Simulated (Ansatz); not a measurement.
Geometry optimisation, RKS PBE/def2-SVP (Ansatz).

Input:

```yaml
crystal:
  periodic: [false, false, false]
  atoms:
    - { symbol: Ta, position_ang: [-0.550742, -0.41771, -0.237822] }
    - { symbol: Cl, position_ang: [3.069007, 0.04948, 0.147359] }
    - { symbol: F, position_ang: [-0.33208, -1.279946, 1.435333] }
    - { symbol: F, position_ang: [-0.329447, 0.173006, -2.030084] }
    - { symbol: F, position_ang: [0.019671, 1.236847, 0.437654] }
    - { symbol: Cl, position_ang: [-2.742056, -1.054223, -0.497501] }
    - { symbol: Si, position_ang: [0.979945, -2.317898, -1.096861] }
    - { symbol: H, position_ang: [1.695517, -3.110526, -0.040707] }
    - { symbol: H, position_ang: [0.051992, -3.244822, -1.850465] }
    - { symbol: H, position_ang: [2.002871, -1.831208, -2.102393] }
    - { symbol: H, position_ang: [3.084623, -0.693501, -0.968113] }
basis:
  gaussian: { orbitals: def2-SVP }
hamiltonian:
  xc: pbe
relax:
  f_tol: 0.03
  max_steps: 50
```

Command:

```bash
$ ansatz run input.yaml --threads 4 --pin off --max-ram 5120MiB --backend cpu --events-out ev --progress --plain --runs-dir out
```

Question: Where does it end, and by what steps?

Answer: The forces met the threshold. The force dipped under the threshold on the way, but the program's further checks kept it going. After 35 steps the energy has fallen by 0.119 eV; H11 moved furthest, 1.39 Å.

```
step  energy less start (eV)  largest force component (eV/Å)  accepted
   0                  0.0000                           0.761       yes
   2                 -0.0149                           1.194        no
   4                 -0.0563                           0.331       yes
   6                 -0.0665                           0.035       yes
   8                 -0.0691                           0.044       yes
  10                 -0.0702                           0.066       yes
  12                 -0.0720                           0.233       yes
  14                 -0.0748                           0.032       yes
  16                 -0.0647                           0.894        no
  18                 -0.0790                           0.348       yes
  20                 -0.0857                           0.185       yes
  22                 -0.0882                           0.114       yes
  24                 -0.0947                           0.277       yes
  26                 -0.1012                           0.111       yes
  28                 -0.1017                           0.512        no
  30                 -0.1139                           0.156       yes
  32                 -0.1174                           0.054       yes
  34                 -0.1188                           0.030       yes
  35                 -0.1192                           0.024       yes
```

```xyz
11
Properties=species:S:1:pos:R:3
Ta -0.504 -0.476 -0.178
Cl 3.439 0.068 -0.601
F -1.034 -1.706 1.158
F 0.418 0.461 -1.570
F 0.215 0.679 1.109
Cl -2.535 -0.449 -1.256
Si 0.954 -2.571 -0.933
H 1.807 -3.020 0.222
H -0.067 -3.644 -1.230
H 1.783 -2.328 -2.160
H 2.473 0.495 -1.365
```

Whether the end is a true minimum wasn't checked by a vibrational analysis.

The run took 98 s on 4 threads of Arm Neoverse V1, with other jobs on the host, peak memory 0.23 GiB.
